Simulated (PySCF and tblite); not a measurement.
Values are calculated unless marked as measured or tabulated.
3 regioisomers of C₃H₆FNSSi₂:

| isomer | SMILES |
| --- | --- |
| A | [F:1][c:2]1[n:3][c:4]([SiH3:5])[c:6]([SiH3:7])[s:8]1 |
| B | [F:1][c:2]1[n:3][c:4]([SiH3:5])[s:6][c:7]1[SiH3:8] |
| C | [F:1][c:2]1[s:3][c:4]([SiH3:5])[n:6][c:7]1[SiH3:8] |

Each isomer is a Boltzmann average at 298.15 K over at most 4 conformers: GFN2-xTB geometries, energies B3LYP/def2-SVP (IEF-PCM, acetonitrile) (D3(BJ) added where defined), GIAO shieldings mPW1PW91/pcSseg-1 (IEF-PCM, acetonitrile), GFN2-xTB thermal terms. Programs: PySCF with density fitting and tblite.

(1) What shifts does each isomer give (ppm)?

Unscaled ²⁹Si shifts at such levels can be off by tens of ppm; differences between conformers or isomers are more reliable. Shifts are unscaled: against experiment ¹³C can be off by 15 ppm or more and ¹H by 0.8 ppm. At least one structure keeps an imaginary mode at the tight-binding level.

## Answers

(1) 
A: ¹³C (against TMS): 188.4 (C2), 154.3 (C4), 141.3 (C6). ²⁹Si (against TMS): -76.1 (Si5), -81.2 (Si7).

B: ¹³C (against TMS): 179.8 (C4), 176.9 (C2), 116.2 (C7). ²⁹Si (against TMS): -72.9 (Si5), -86.0 (Si8).

C: ¹³C (against TMS): 191.0 (C2), 163.5 (C4), 133.9 (C7). ²⁹Si (against TMS): -72.9 (Si5), -81.3 (Si8). H not on carbon is left out.
